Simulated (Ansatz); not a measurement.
Born–Oppenheimer molecular dynamics of a periodic cell of 30 atoms, H3CCl (contents 6 CH3Cl, density as packed 1.01 g/cm³ with natural masses). It goes on from the last frame of an earlier run, with new velocities.

Theory: Ansatz 0.2.0, DFT PBE-D3(BJ), scalar-relativistic, plane waves, PAW. Settings: accuracy low, cutoff 420 eV, k mesh 1x1x1, fermi-dirac smearing 0.02 eV, no spin polarisation.

* ensemble: NVT, Langevin thermostat
* time step: 0.5 fs
* steps asked: 400
* set temperature: 300 K
* friction: 0.01 /fs
* seed: 22041

First frame:

```xyz
30
Lattice="7.9200 0.0000 0.0000 0.0000 7.9200 0.0000 0.0000 0.0000 7.9200" Properties=species:S:1:pos:R:3
C 4.282 7.433 4.322
Cl 3.580 6.232 3.181
H 5.168 6.904 4.731
H 4.562 8.302 3.753
H 3.604 7.623 5.180
C 0.435 4.062 3.571
Cl -1.083 4.814 4.062
H 0.982 4.625 2.773
H 0.985 4.054 4.535
H 0.197 3.039 3.253
C 7.278 1.922 6.511
Cl 8.841 2.523 7.016
H 7.433 0.905 6.100
H 6.656 1.789 7.365
H 6.784 2.592 5.784
C 5.125 5.850 0.199
Cl 3.461 5.926 -0.586
H 5.387 6.855 0.575
H 5.005 5.256 1.109
H 5.897 5.526 -0.535
C 3.889 1.718 1.221
Cl 3.441 2.778 2.578
H 3.539 2.331 0.358
H 4.971 1.602 1.252
H 3.255 0.796 1.329
C 0.575 8.010 3.498
Cl -0.143 8.409 1.904
H 1.018 6.886 3.462
H 1.415 8.713 3.716
H -0.256 8.254 4.146
```

**Question.** What does the run give?

**Answer.** The run went to its last step.

- steps done: 400
- time covered: 200 fs
- mean temperature over the second half: 295 K
- spread of the potential energy over the second half: 3.1 meV per atom
- mean potential energy of the second half above the start: 4.8 meV per atom

A run of 0.2 ps of so small a system gives no equilibrium averages. Limits of this set-up: coarse k mesh, low accuracy level.

**Question.** What happens to the structure?

**Answer.** Mean squared displacements from the first frame to the last, about the centre of mass: C 0.40 Å², Cl 0.21 Å², H 1.43 Å². This is one draw of velocities; another would differ in detail.

**Question.** How do temperature and energy run in time?

**Answer.** 
```csv
time (fs),T (K),potential energy less start (eV)
0.0,290,0.000
6.5,279,0.097
13.0,277,0.148
19.5,275,0.162
26.0,292,0.111
32.5,256,0.292
39.0,339,-0.034
45.5,329,0.126
52.0,315,0.169
58.5,340,0.008
65.0,220,0.386
71.5,362,0.028
78.0,354,0.078
84.5,397,-0.004
91.0,335,0.190
97.5,303,0.300
104.0,340,0.116
110.5,341,0.073
117.0,311,0.222
123.5,319,0.042
130.0,288,0.207
136.5,290,0.068
143.0,262,0.320
149.5,266,0.269
156.0,286,0.137
162.5,269,0.191
169.0,263,0.159
175.5,314,0.048
182.0,252,0.140
188.5,299,0.076
195.0,279,0.132
```

Time of the run: 8.8 min on 1 thread of Intel(R) Xeon(R) 6975P-C (Granite Rapids), on a shared host, peak memory 0.5 GiB.
